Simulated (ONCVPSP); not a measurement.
## An odd input for ONCVPSP 4.0.1 (Ba (Z = 56))

Command:

```bash
oncvpspr.x < Ba.dat > Ba.out
```

Input:

```
# ATOM AND REFERENCE CONFIGURATION
# atsym  z   nc   nv     iexc    psfile
  Ba 56.00    9    3        4      upf
#
#   n    l    f
    1    0    2.00
    2    0    2.00
    2    1    6.00
    3    0    2.00
    3    1    6.00
    3    2   10.00
    4    0    2.00
    4    1    6.00
    4    2   10.00
    5    0    2.00
    5    1    6.00
    6    0    2.50
#
# PSEUDOPOTENTIAL AND OPTIMIZATION
# lmax
    2
#
#   l,   rc,      ep,       ncon, nbas, qcut
    0    2.20    0.00    4    9    5.00
    1    2.90    0.00    3    6    5.30
    2    2.95    0.14    3    6    3.40
#
# LOCAL POTENTIAL
# lloc, lpopt,  rc(5),   dvloc0
    4    5    1.60    2.00
#
# VANDERBILT-KLEINMAN-BYLANDER PROJECTORs
# l, nproj, debl
    0    2    1.90
    1    3    1.60
    2    2    1.00
#
# MODEL CORE CHARGE
# icmod, fcfact, rcfact
    2    0.45    1.15
#
# LOG DERIVATIVE ANALYSIS
# epsh1, epsh2, depsh
   -3.00    5.00    0.02
#
# OUTPUT GRID
# rlmax, drl
    6.00    0.01
#
# TEST CONFIGURATIONS
# ncnf
    4
# nvcnf
#   n    l    f
    3
    5    0    2.00
    5    1    6.00
    6    0    2.00
#
    3
    5    0    2.00
    5    1    6.00
    6    0    0.00
#
    3
    5    0    2.00
    5    1    6.00
    6    0    1.50
#
    3
    5    0    1.00
    5    1    6.00
    6    0    2.00
#
```

This is an input that runs to its end, with one change: occupation of the last valence shell set to 2.50. The unchanged file is no sound one. Note: no bound ghost flagged; GHOST(+) flagged for s at 83.3 eV.

How does the run end?

The program refuses the input: "test_data: reference configuration is negative ion".

```
ONCVPSP  (Optimized Norm-Conservinng Vanderbilt PSeudopotential)
relativistic version 4.0.1

test_data: reference configuration is negative ion
ERROR: test_data found   1 ERROR; stopping
```
